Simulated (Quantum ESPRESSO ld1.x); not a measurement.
Q: Species: Dy III. Configuration: [Xe] 4f10. Calculated with ld1.x of Quantum ESPRESSO 7.5: non-relativistic Kohn-Sham, LDA (Slater exchange, VWN5 correlation), spin-unpolarised, spherical densities, point nucleus; relativity is left out, which matters for an element this heavy. Some entries of the table are withheld. Estimate them.

| orbital | occ. | eigenvalue (hartree) | r(max) (bohr) | <1/r> (bohr^-1) |
|---|---|---|---|---|
| 1s | 2 | -1843.73 | (1) | 65.42 |
| 2s | 2 | -295.842 | 0.083 | 15.24 |
| 2p | 6 | (2) | (3) | 15.27 |
| 3s | 2 | -65.7968 | 0.232 | 5.769 |
| 3p | 6 | -59.5894 | 0.219 | (4) |
| 3d | 10 | -47.9844 | 0.174 | 5.621 |
| 4s | 2 | -13.0497 | 0.528 | 2.463 |
| 4p | 6 | -10.5926 | (5) | 2.369 |
| 4d | 10 | -6.18510 | 0.537 | 2.161 |
| 5s | 2 | -2.04746 | 1.24 | 0.9356 |
| 5p | 6 | -1.39946 | 1.37 | 0.8205 |
| 4f | 10 | -0.76384 | 0.528 | 1.613 |

A: 
(1) 1s r(max) (bohr): 0.015
(2) 2p eigenvalue (hartree): -282.058
(3) 2p r(max) (bohr): 0.065
(4) 3p <1/r> (bohr^-1): 5.714
(5) 4p r(max) (bohr): 0.533
